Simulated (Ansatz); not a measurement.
Diatomic Mg₂+, multiplicity 2 (lowest of 2S+1 = 2, 4 at CCSD(T)/def2-TZVPP on PBE0 minima; our sources give no spin for the ground state, which may be another).

Constants: fifth-degree fit in 1/R to seven points, most abundant isotopes. Runs in def2 and cc sets follow the lowest solution found near the PBE0 minimum.

The values were computed with Ansatz (Gaussian orbitals). Each number belongs to the level named beside it.

Energies at PBE/def2-TZVPP:

```tsv
R (Å)	E (hartree)
2.828977	-399.66020968
2.905025	-399.66138377
2.974989	-399.66197003
3.054079	-399.66217092
3.133168	-399.66198029
3.224426	-399.66138607
3.330892	-399.66032399
```

**Question.** With a reduced mass of 11.9925 u, find the minimum, the force constant and the constants.

**Answer.** A fifth-degree polynomial in 1/R puts the minimum at r_e = 3.0519 Å with force constant 27.4 N/m. Then ω_e = (1/2πc)√(k/μ) = 197 cm⁻¹ and B_e = h/(8π²cμr_e²) = 0.1509 cm⁻¹; the cubic and quartic terms give α_e = 0.0015 and ω_e x_e = 1.5 cm⁻¹.

Ansatz is a first-principles code.
